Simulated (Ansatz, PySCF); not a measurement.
Al(H)2(OiPr) (C₃H₉AlO), SMILES CC(C)[O][AlH2]. Atoms are numbered in the order given.

```xyz
14

Al    -0.0396     1.2960     1.3178
H      1.0700     0.5758     2.1985
H     -0.7448     2.6493     1.7308
O     -0.5482     0.6342    -0.1632
C     -0.2998    -0.4694    -0.9890
C     -0.6570    -1.7660    -0.2780
C      1.1405    -0.4630    -1.4786
H     -0.9618    -0.3681    -1.8701
H      0.0009    -1.9229     0.5932
H     -0.5471    -2.6332    -0.9469
H     -1.6987    -1.7343     0.0746
H      1.3710     0.4909    -1.9762
H      1.8367    -0.5916    -0.6329
H      1.3235    -1.2775    -2.1960
```

Geometry optimised at PBE0-D3(BJ)/def2-SVP. The structure was generated by enumeration; whether it is a known compound was not checked. The values are those of a single conformer.

Two levels are set side by side: PBE-D3(BJ)/def2-SVP (Ansatz, a quantum-chemistry and plane-wave program) and PBE0-D3(BJ)/def2-SVP (Ansatz). Each level has its own optimised geometry; the coordinates shown are those of the second. Frequencies come from the Hessian of PySCF at each geometry. Differences are taken from unrounded values.

```json
[
 {"quantity": "mean bond length (Å)", "PBE0-D3(BJ)": "1.310", "PBE-D3(BJ)": "1.320", "PBE-D3(BJ) minus PBE0-D3(BJ)": "0.010"},
 {"quantity": "bond Al1–O4 (Å)", "PBE0-D3(BJ)": "1.700", "PBE-D3(BJ)": "1.718", "PBE-D3(BJ) minus PBE0-D3(BJ)": "0.018"},
 {"quantity": "bond O4–C5 (Å)", "PBE0-D3(BJ)": "1.401", "PBE-D3(BJ)": "1.417", "PBE-D3(BJ) minus PBE0-D3(BJ)": "0.016"},
 {"quantity": "bond C5–C6 (Å)", "PBE0-D3(BJ)": "1.521", "PBE-D3(BJ)": "1.531", "PBE-D3(BJ) minus PBE0-D3(BJ)": "0.009"},
 {"quantity": "bond C5–C7 (Å)", "PBE0-D3(BJ)": "1.521", "PBE-D3(BJ)": "1.531", "PBE-D3(BJ) minus PBE0-D3(BJ)": "0.009"},
 {"quantity": "bond Al1–H2 (Å)", "PBE0-D3(BJ)": "1.589", "PBE-D3(BJ)": "1.601", "PBE-D3(BJ) minus PBE0-D3(BJ)": "0.012"},
 {"quantity": "bond Al1–H3 (Å)", "PBE0-D3(BJ)": "1.581", "PBE-D3(BJ)": "1.591", "PBE-D3(BJ) minus PBE0-D3(BJ)": "0.010"},
 {"quantity": "bond C5–H8 (Å)", "PBE0-D3(BJ)": "1.107", "PBE-D3(BJ)": "1.116", "PBE-D3(BJ) minus PBE0-D3(BJ)": "0.009"},
 {"quantity": "bond C6–H9 (Å)", "PBE0-D3(BJ)": "1.103", "PBE-D3(BJ)": "1.111", "PBE-D3(BJ) minus PBE0-D3(BJ)": "0.008"},
 {"quantity": "bond C6–H10 (Å)", "PBE0-D3(BJ)": "1.101", "PBE-D3(BJ)": "1.109", "PBE-D3(BJ) minus PBE0-D3(BJ)": "0.008"},
 {"quantity": "bond C6–H11 (Å)", "PBE0-D3(BJ)": "1.100", "PBE-D3(BJ)": "1.108", "PBE-D3(BJ) minus PBE0-D3(BJ)": "0.008"},
 {"quantity": "bond C7–H12 (Å)", "PBE0-D3(BJ)": "1.100", "PBE-D3(BJ)": "1.108", "PBE-D3(BJ) minus PBE0-D3(BJ)": "0.008"},
 {"quantity": "bond C7–H13 (Å)", "PBE0-D3(BJ)": "1.103", "PBE-D3(BJ)": "1.111", "PBE-D3(BJ) minus PBE0-D3(BJ)": "0.008"},
 {"quantity": "bond C7–H14 (Å)", "PBE0-D3(BJ)": "1.101", "PBE-D3(BJ)": "1.109", "PBE-D3(BJ) minus PBE0-D3(BJ)": "0.008"},
 {"quantity": "highest harmonic wavenumber (cm⁻¹)", "PBE0-D3(BJ)": "3160", "PBE-D3(BJ)": "3069", "PBE-D3(BJ) minus PBE0-D3(BJ)": "-90"},
 {"quantity": "mean harmonic wavenumber (cm⁻¹)", "PBE0-D3(BJ)": "1366", "PBE-D3(BJ)": "1322", "PBE-D3(BJ) minus PBE0-D3(BJ)": "-44"},
 {"quantity": "zero-point energy (kcal/mol)", "PBE0-D3(BJ)": "70.29", "PBE-D3(BJ)": "68.02", "PBE-D3(BJ) minus PBE0-D3(BJ)": "-2.28"}
]
```

Exact exchange shortens and stiffens bonds; PBE has none. Differences between two approximate levels are no errors against the true value.
